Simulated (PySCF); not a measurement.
These 2 structures share the formula C7H11N. The calculation used PBE0-D3(BJ)/def2-SVP geometry optimisation, gas phase (PySCF 2.14.0). Energies are electronic, without zero-point or thermal terms, for one conformer each. No frequencies were run at this level. Point groups hold within 0.08 Å.

Question: Rank from lowest to highest electronic energy at this level (kcal/mol).
A. `[CH2:1]=[CH:2][CH2:3][C@@H:4]([CH3:5])[CH2:6][C:7]#[N:8]` with C1–C2–C3–C4 116°, C2–C3–C4–C5 176°, C3–C4–C6–C7 -61°
B. `[CH:1]#[C:2][CH2:3]/[C:4]([CH2:5][CH3:6])=[N:7]\[CH3:8]` with C2–C3–C4–C5 -99°, C3–C4–C5–C6 176°

Answer: A (0.0), B (36.5).

As drawn, the lower has a C≡N group and a C=C bond outside aromatic rings, which the higher lacks; the higher has a C≡C bond and a C=N bond, which the lower lacks.

```json
{"SMILES": "C=CC[C@@H](C)CC#N", "E (Eh)": "-327.46410", "E rel (kcal/mol)": "0.0", "dipole (D)": "3.85", "point group": "C1", "A, B, C (MHz)": "2374, 1656, 1160"}
{"SMILES": "C#CC/C(CC)=N\\C", "E (Eh)": "-327.40592", "E rel (kcal/mol)": "36.5", "dipole (D)": "1.48", "point group": "C1", "A, B, C (MHz)": "2722, 1411, 1085"}
```
